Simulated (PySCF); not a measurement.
Species: C4H4F2O.
Numbering: `[CH3:1][O:2][C:3]([F:4])=[C:5]=[CH:6][F:7]` (hydrogens: H8, H9, H10 on C1; H11 on C6)

Method: PBE0-D3(BJ)/def2-SVP geometry optimisation, gas phase (PySCF); density fitting, grid level 2; the optimiser is geomeTRIC in internal coordinates, started from a GFN2-xTB structure.

Step 2: E = -11670.3374 eV
```
atom  x, y, z in Å  |  force x, y, z in eV/Å
C1     -1.5908   -0.6061   -0.1660    0.027   0.009   0.018
O2     -1.2114    0.0222    1.0388   -0.006   0.373   0.332
C3      0.0308    0.4822    1.1076    0.268  -0.315  -0.212
F4      0.2382    1.1853    2.2030   -0.420  -0.117  -0.013
C5      0.9954    0.2529    0.2415    0.111  -0.003  -0.137
C6      1.9134    0.0240   -0.6570   -0.037   0.035   0.030
F7      2.1094    0.8066   -1.7214    0.052   0.016  -0.065
H8     -2.6643   -0.8129   -0.0857    0.002  -0.002   0.017
H9     -1.0392   -1.5488   -0.3124    0.019   0.002   0.015
H10    -1.3958    0.0554   -1.0261   -0.005  -0.014   0.001
H11     2.6180   -0.8174   -0.6468   -0.013   0.015   0.013
```

Step 3: E = -11670.3521 eV
```
atom  x, y, z in Å  |  force x, y, z in eV/Å
C1     -1.6046   -0.6063   -0.1587    0.019  -0.019   0.014
O2     -1.2091    0.0252    1.0388   -0.014   0.202   0.032
C3      0.0362    0.4757    1.0927    0.109  -0.235   0.008
F4      0.2127    1.1709    2.1978   -0.084  -0.009  -0.008
C5      1.0077    0.2524    0.2311   -0.043   0.045  -0.056
C6      1.9334    0.0305   -0.6614   -0.011   0.029  -0.001
F7      2.1410    0.8144   -1.7235    0.019   0.002  -0.005
H8     -2.6786   -0.8051   -0.0662    0.002  -0.007   0.003
H9     -1.0606   -1.5535   -0.3044    0.013  -0.001   0.006
H10    -1.4134    0.0486   -1.0245   -0.009  -0.009  -0.003
H11     2.6392   -0.8093   -0.6462   -0.002   0.002   0.011
```

Problem. Estimate the geometry and energy of step 4. (The exact step hangs on the optimiser's Hessian estimate; all steps are aligned on step 3, rigid shifts and turns removed.)

Solution. E = -11670.3575 eV, largest force 0.092 eV/Å
```
atom  x, y, z in Å  |  force x, y, z in eV/Å
C1     -1.6083   -0.6100   -0.1538    0.011  -0.046   0.023
O2     -1.2192    0.0562    1.0266   -0.010   0.051  -0.025
C3      0.0389    0.4649    1.0916    0.006   0.008  -0.005
F4      0.2164    1.1469    2.2048    0.020  -0.029   0.023
C5      1.0058    0.2527    0.2224   -0.054   0.032  -0.067
C6      1.9332    0.0427   -0.6711    0.060  -0.013   0.027
F7      2.1682    0.8491   -1.7106   -0.037  -0.004   0.037
H8     -2.6885   -0.7792   -0.0750    0.001  -0.002   0.000
H9     -1.0857   -1.5758   -0.2491    0.007   0.005  -0.007
H10    -1.3841    0.0027   -1.0420   -0.008   0.011  -0.001
H11     2.6271   -0.8067   -0.6683    0.004  -0.013  -0.006
```

The energy changes by -0.0054 eV. The first-order estimate −F·Δx gives -0.0100 eV and the mean of the old and new forces, exact on a quadratic surface, -0.0057 eV. The step makes an angle of 76° with the force vector and moves no atom by more than 0.065 Å.

The cost below is that of the whole optimisation. The run took 51 s of wall time on one thread, Arm Neoverse V1 (aarch64), shared host with 64 logical CPUs at a one-minute load of 13, and the process peaked at 0.62 GiB of memory.
